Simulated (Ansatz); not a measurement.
Ansatz results at the PBE0-D4/def2-TZVP geometry: LUMO energy (B3LYP/def2-TZVPP) 0.22 eV; HOMO–LUMO gap (B3LYP/def2-TZVPP) 7.58 eV; HOMO–LUMO gap (PBE0/def2-TZVPP) 8.15 eV.

Each molecule was computed in one conformer, which needn't be the lowest.

Q: Which molecule gave them?
A. `CO[Si@H](F)C#C[Si@@H](F)OC`
B. `[NH2][GeH2][O][SiH](N)F`
C. `F[SiH](F)[NH][GeH3]`
D. `O[SiH](Cl)[Si](O)(O)O`

A: B. The others give `CO[Si@H](F)C#C[Si@@H](F)OC`: -1.36, 7.06, 7.50; `F[SiH](F)[NH][GeH3]`: -0.12, 7.69, 8.20; `O[SiH](Cl)[Si](O)(O)O`: -0.53, 7.19, 7.60.

B3LYP here is the variant with VWN-RPA as its local correlation; programs differ in this.
